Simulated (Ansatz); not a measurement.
Species: 1-ethenoxy-1-fluoroethene, C4H5FO, net charge 0, singlet state. 
Structure (B3LYP-D3(BJ)/def2-TZVP (Ansatz, a quantum-chemistry and plane-wave program) minimum search):
```xyz
11

C     -1.9250     0.3642    -0.4720
C     -1.3838    -0.7294     0.0369
O     -0.0392    -0.9646     0.2535
C      0.8419     0.0378     0.0659
C      1.8124     0.0425    -0.8272
F      0.6784     1.0354     0.9504
H     -1.3442     1.2285    -0.7607
H     -2.9957     0.4035    -0.6044
H     -1.9487    -1.5999     0.3367
H      2.5279     0.8489    -0.8492
H      1.8960    -0.7735    -1.5263
```

Computed values are from Ansatz. Cores are frozen in the correlated levels unless marked. UHF or UKS for open shells. Spin-orbit coupling is left out. No relativistic terms. CBS marks a two-point X^-3 extrapolation of the correlation energy; Hartree-Fock from the larger set. The bracket is a focal-point correction in the basis named.

Problem. What is the T1 diagnostic at CCSD/cc-pVTZ?

Solution. 0.013.

Problem. What is the dipole moment at CCSD(T)/aug-cc-pVDZ?

Solution. 1.17 D.

Problem. What is the total energy at RI-MP2/CBS(cc-pVTZ,cc-pVQZ)+[CCSD(T)-MP2]/cc-pVTZ?

Solution. -330.1089 Eh.

Problem. What is the atomisation energy De at RI-MP2/CBS(cc-pVTZ,cc-pVQZ)+[CCSD(T)-MP2]/cc-pVTZ?

Solution. 4656.3 kJ/mol.
